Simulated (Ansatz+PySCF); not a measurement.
## singlet H₃(+): levels of theory in one basis

```yaml
atoms:
  - { symbol: H, position_ang: [0.4804, 0.0000, 0.0000] }
  - { symbol: H, position_ang: [-0.2402, 0.4161, 0.0000] }
  - { symbol: H, position_ang: [-0.2402, -0.4161, 0.0000] }
```

Basis set: def2-SVP (spherical functions). All electrons are correlated. Charge 1, multiplicity 1.

Computed with Ansatz (development build ahead of 0.2.0); each method stands on the lowest determinant of its kind that the runs found. NEVPT2 correlates all electrons. Active spaces start from the frontier orbitals, and the lowest solution found is given.

```tsv
method	E − E(RHF) (eV)	<S²> of the determinant
RHF	0.00	0.00
RHF-MP2	-0.78	–
RHF-CCSD	-1.01	–
RHF-CCSD(T)	-1.01	–
CASSCF(2,3)	-0.77	–
```

(1) What does SC-NEVPT2(2,3) give on the same scale?

(2) Is a single determinant a sound starting point here?

Answers

(1) -0.93 eV. NEVPT2 here correlates all electrons, so it doesn't share the others' frozen core.

(2) Only with care. Unrestricted orbitals gain 0.00 eV and <S²> is 0.00 against 0.00 for a pure state, but bonds are stretched. The CASSCF(2,3) natural occupations are 1.97, 0.01, 0.01.

Caution for RHF-MP2, RHF-CCSD, RHF-CCSD(T): bonds are stretched, where a single reference can fail.
